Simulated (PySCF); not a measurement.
**Sound and unsound settings**

Molecule: `C[C@H]([O-])CC(F)(F)F`, [C4H6F3O]-; geometry GFN2-xTB.

Bonds (- single, = double, # triple, : aromatic): C1-C2 1.566 Å, C2-O3 1.285 Å, C2-C4 1.654 Å, C4-C5 1.485 Å, C5-F6 1.348 Å, C5-F7 1.351 Å, C5-F8 1.385 Å. C1 carries H9, H10, H11; C2 carries H12; C4 carries H13, H14. Formal charges: O3 -1. Stereochemistry as in C[C@H]([O-])CC(F)(F)F.

Total charge -1. H13 is pro-R; H14 is pro-S.

All runs: PySCF 2.14.0 with density-fitted response routines, non-relativistic, gas phase unless a solvent (IEF-PCM) is named; grid level 2, GIAOs and SCF threshold 1e-9 unless changed. The yardstick, PBE0/pcSseg-1, gives these isotropic shieldings σ (ppm, equivalent atoms averaged): C2 101.6, C4 127.3, O3 186.8, H12 25.08, H13 29.81, H14 30.55, H9/H10/H11 30.96.

**Question.** What do these inputs give? (1) PBE0/IGLO-II; grid level 4; level_shift 0.2; (2) solvent benzene; wB97X-D/pcSseg-1; grid level 1

**Answer.** 
| run | outcome | functions | wall time | C2 | C4 | O3 | H12 | H13 | H14 | H9/H10/H11 |
| --- | --- | --- | --- | --- | --- | --- | --- | --- | --- | --- |
| 1 | converged | 212 | 92 s | 103.2 | 130.7 | 195.1 | 25.50 | 30.27 | 31.01 | 31.43 |
| 2 | converged | 166 | 46 s | 103.4 | 128.8 | 223.3 | 25.60 | 29.85 | 30.41 | 30.94 |

Times are on shared hosts with different chips, so compare them loosely.

**Question.** Comment on the technical settings.

**Answer.** 
- Run 1: The orbital basis differs from the yardstick's, which in itself moves the values. The level shift changes the path of the SCF (14 cycles), not the solution, provided the same state is reached.
- Run 2: The functional and medium differ from the yardstick's, which in itself moves the values. Grid level 1 is coarse; it adds numerical noise and can break the equality of equivalent atoms.
